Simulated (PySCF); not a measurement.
InBr₃, SMILES [Br][In]([Br])[Br].

Geometry optimised at PBE-D3(BJ)/def2-SVP. The isomer is the one that the SMILES or the coordinates give; other isomers of the formula were not compared. The def2 effective core potentials stand for the cores of In; spin–orbit coupling is left out.

Level of theory: PBE/def2-TZVP run with PySCF.

Symmetry labels are those of the subgroup C2v that the program uses (full group D3h).

Task: List the valence orbital energies around the gap with their symmetry. (An estimate is asked for; the answer gives what the named calculation found.)

Result: 
| orbital | symmetry | energy (eV) |
|---|---|---|
| HOMO−7 | B1 | -8.99 |
| HOMO−6 | A1 | -8.99 |
| HOMO−5 | B2 | -8.06 |
| HOMO−4 | A2 | -7.62 |
| HOMO−3 | B2 | -7.62 |
| HOMO−2 | A1 | -7.60 |
| HOMO−1 | B1 | -7.60 |
| HOMO | B1 | -7.44 |
| LUMO | A1 | -4.10 |
| LUMO+1 | B2 | -2.72 |
| LUMO+2 | A1 | -0.26 |
| LUMO+3 | B1 | -0.26 |
